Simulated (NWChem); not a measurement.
Species: WSOClF; SMILES [W]([Cl])(=[S])(=[O])[F]

```xyz
5

W     -0.1894     0.0072    -0.0108
O     -0.9572     0.1161     1.5150
S      1.1244     1.6979    -0.1489
F     -1.4776     0.1325    -1.3609
Cl     1.0845    -1.8778    -0.0273
```
Atoms are numbered in this order, from 1.

Level: PBE-D3(BJ)/def2-SVP with def2 effective core potentials on W (NWChem), optimised geometry, unscaled harmonic frequencies. def2 effective core potentials on W; no spin-orbit coupling.

Q: List the harmonic frequencies with IR intensities, and the thermochemistry.

A: 
```json
[
 {"frequency (cm⁻¹)": "134", "IR intensity (km/mol)": "1.1"},
 {"frequency (cm⁻¹)": "149", "IR intensity (km/mol)": "1.1"},
 {"frequency (cm⁻¹)": "184", "IR intensity (km/mol)": "0.9"},
 {"frequency (cm⁻¹)": "231", "IR intensity (km/mol)": "3.0"},
 {"frequency (cm⁻¹)": "274", "IR intensity (km/mol)": "1.5"},
 {"frequency (cm⁻¹)": "411", "IR intensity (km/mol)": "40.9"},
 {"frequency (cm⁻¹)": "540", "IR intensity (km/mol)": "33.9"},
 {"frequency (cm⁻¹)": "689", "IR intensity (km/mol)": "82.5"},
 {"frequency (cm⁻¹)": "990", "IR intensity (km/mol)": "102.0"}
]
```

```json
{
 "zero_point_energy": "5.1 kcal/mol",
 "thermal correction to the enthalpy at 298.15 K (with zero-point energy)": "9.7 kcal/mol",
 "heat capacity Cv": "19.0 cal/(mol K)",
 "entropy at 298.15 K and 1 atm (symmetry number 1)": "84.4 cal/(mol K)"
}
```

Rigid rotor and harmonic oscillator.
